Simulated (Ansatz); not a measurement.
`[OH][Y]([F])[Cl]` + HCl → `[OH][Y]([Cl])[Cl]` + H–F at 700 K and 1 bar (ligand exchange at a Y–F bond).

Calculated with Ansatz (gas phase, PBE0-D4/def2-TZVP geometries, no zero-point term in ΔE). CCSD(T)/CBS adds triple-zeta CCSD(T) − MP2 to the extrapolated MP2 energy (def2 sets, frozen cores). This one scheme is used for every species. Elements past krypton have def2 core potentials. For Y outer-core shells are correlated without core-valence functions, which leaves a few kJ/mol of doubt a bond. One conformer a species, not always the lowest.

```tsv
species	CCSD(T)/CBS energy (Eh)	H − E (kJ/mol)	S (J/(mol·K))
`[OH][Y]([F])[Cl]`	-673.84260	96.1	431.8
HCl	-460.38127	38.4	211.8
`[OH][Y]([Cl])[Cl]`	-1033.83051	95.7	438.5
H–F	-100.39570	45.2	198.5
```

H − E and S are ideal-gas, rigid-rotor, harmonic terms from PBE0-D4/def2-TZVP, for one conformer and one mirror image of each species. 1 Eh = 2625.50 kJ/mol, R = 8.31446 J/(mol·K).

Task: By hand: ΔE, ΔH, ΔS and ΔG.

Result: ΔE = (-1033.83051) + (-100.39570) − (-673.84260) − (-460.38127) = -0.00234 Eh = -6.1 kJ/mol. Δ(H − E) = 95.7 + 45.2 − 96.1 − 38.4 = 6.4, so ΔH = 0.3 kJ/mol. ΔS = 438.5 + 198.5 − 431.8 − 211.8 = -6.6 J/(mol·K). ΔG = 0.3 − 700 × (-6.6)/1000 = 4.9 kJ/mol.

Task: By hand: the equilibrium constant, and the temperature at which ΔG would vanish if ΔH and ΔS stayed fixed.

Result: log₁₀ K = −ΔG/(RT ln 10) = -0.4. ΔH and −TΔS have one sign here, so there is no such temperature.

TΔS isn't small against ΔH here. The sign of ΔG lies within the doubt. A doubt of 5 kJ/mol in ΔE shifts log₁₀ K by 0.4 here. Other conformers and mirror images would add mixing entropy, several J/(mol·K) or more a flexible species. Modes under 60 cm⁻¹, often nearly free rotors, make the harmonic entropy too high. These are equilibria of isolated gas molecules and say nothing of rates. Largest T1 diagnostic: 0.013 (customary marks: 0.02 for closed shells, 0.045 for open ones).

ΔS is within the doubt of such terms, so its sign, and with it that verdict, could turn.
